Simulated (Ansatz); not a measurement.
`[F][AlH][NH][SiH3]` + PH₃ → `[F][AlH][PH2]` + `N[SiH3]` at 600 K and 1 bar (ligand exchange at the Al–N bond).

Gas-phase electronic energies from Ansatz, PBE0-D4/def2-TZVP geometries. CCSD(T)/CBS is the MP2 limit (def2-TZVPP, def2-QZVPP) plus CCSD(T) − MP2 in def2-TZVPP, frozen cores. This one scheme is used for every species. One conformer a species, not always the lowest.

```csv
species,CCSD(T)/CBS energy (Eh),H − E (kJ/mol),S (J/(mol·K))
`[F][AlH][NH][SiH3]`,-688.73064,191.6,424.6
PH₃,-342.72256,86.3,240.2
`[F][AlH][PH2]`,-684.62569,113.3,368.3
`N[SiH3]`,-346.80422,170.6,320.8
```

H − E and S are ideal-gas, rigid-rotor, harmonic terms from PBE0-D4/def2-TZVP, for one conformer and one mirror image of each species. 1 Eh = 2625.50 kJ/mol, R = 8.31446 J/(mol·K).

Question: By hand: ΔE, ΔH, ΔS and ΔG.

Answer: ΔE = (-684.62569) + (-346.80422) − (-688.73064) − (-342.72256) = 0.02329 Eh = 61.1 kJ/mol. Δ(H − E) = 113.3 + 170.6 − 191.6 − 86.3 = 6.0, so ΔH = 67.1 kJ/mol. ΔS = 368.3 + 320.8 − 424.6 − 240.2 = 24.3 J/(mol·K). ΔG = 67.1 − 600 × (24.3)/1000 = 52.5 kJ/mol.

Question: By hand: the equilibrium constant, and the temperature at which ΔG would vanish if ΔH and ΔS stayed fixed.

Answer: log₁₀ K = −ΔG/(RT ln 10) = -4.6. ΔG = 0 at ΔH/ΔS = 2761 K, far beyond where these terms or the molecules hold.

ΔH outweighs TΔS. A doubt of 5 kJ/mol in ΔE shifts log₁₀ K by 0.4 here. Other conformers and mirror images would add mixing entropy, several J/(mol·K) or more a flexible species. These are equilibria of isolated gas molecules and say nothing of rates. Largest T1 diagnostic: 0.014 (customary marks: 0.02 for closed shells, 0.045 for open ones).
